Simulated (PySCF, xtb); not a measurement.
B(Cl)(H)(SeH) (BClH2Se), SMILES ClB[SeH].

Geometry optimised at B3LYP-D3(BJ)/def2-TZVP. The values are those of a single conformer.

The numbers are results of C-PCM-B3LYP/def2-SVP (PySCF 2.14.0), not measurements.

The values are the electrostatic part of the solvation free energy, E(continuum) − E(gas) at the gas-phase geometry, in a cavity of scaled van der Waals radii (PySCF's table); cavitation and dispersion terms are not included. In vacuum the orbital gap is 6.03 eV. The dipole moment in vacuum is 0.62 D.

Question: Estimate the values in water (ε = 78.36), N,N-dimethylformamide (ε = 37.22), chloroform (ε = 4.71). (The exact figures need the calculation; the answer reports its results.)

Answer: 
| solvent | ε | ΔG(elec) (kcal/mol) | dipole (D) | gap (eV) |
|---|---|---|---|---|
| water | 78.36 | -1.2 | 0.88 | 6.02 |
| N,N-dimethylformamide | 37.22 | -1.2 | 0.88 | 6.02 |
| chloroform | 4.71 | -1.0 | 0.81 | 6.02 |

For comparison, GFN2-xTB/ALPB(water) (xtb, at the GFN2-xTB geometry, all terms of that model) gives -1.5 kcal/mol.
